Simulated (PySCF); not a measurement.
**Two-component Hartree-Fock for Sm⁴³⁺ (samarium, charge +43)**

Start: [Ar] 3d1; 3d3/2 filled at m_j = +3/2. Calculated with PySCF 2.14 in an uncontracted even-tempered set (16 s from 9.8 bohr⁻², ratio 2.8; 12 p from 13 bohr⁻², ratio 2.8; 8 d from 13 bohr⁻², ratio 2.8; 3 f from 39 bohr⁻², ratio 3): generalised Hartree-Fock with the X2C-1e Hamiltonian and a Gaussian nucleus; one run each with spin-orbit coupling (SO) switched off, then screened by Boettger's factors.

| spinor shell | electrons | ε, spin-free (eV) | ε, screened SO (eV) | weight of nominal j (screened SO) | rms radius, screened SO (bohr) |
| --- | --- | --- | --- | --- | --- |
| 1s1/2 | 2 | -49642.7 | -49634.2 | 1.000 | 0.0259 |
| 2s1/2 | 2 | -10304.6 | -10301.6 | 1.000 | 0.104 |
| 2p1/2 | 2 | -9469.6 | -9902.5 | 1.000 | 0.0889 |
| 2p3/2 | 4 | -9469.6 | -9280.8 | 1.000 | 0.0948 |
| 3s1/2 | 2 | -3881.4 | -3880.5 | 1.000 | 0.256 |
| 3p1/2 | 2 | -3612.2 | -3721.2 | 1.000 | 0.245 |
| 3p3/2 | 4 | -3612.2 | -3564.0 | 1.000 | 0.256 |
| 3d3/2 | 1 | -3346.7 | -3366.6 | 1.000 | 0.220 |

```csv
quantity,spin-free,screened SO
E (hartree),-8835.90686,-8842.48056
M_J,3/2,3/2
⟨J²⟩,3.958,3.750
⟨L²⟩,6.001,6.026
⟨S²⟩,0.750,0.776
```

Each row is a mean over spinors that exchange with the open shell spreads, by up to 20.361 eV (3p1/2).

Breit and QED terms are absent; they matter most for the inner s and p1/2 levels.

Densities and radii are taken from the X2C orbitals without a picture-change correction, which distorts them close to the nucleus.

Without spin-orbit coupling the j labels of p, d and f shells carry no meaning; the spin-free column gives the mean over the occupied spinors of each nl shell, and its ⟨J²⟩ belongs to a mixture of degenerate components.
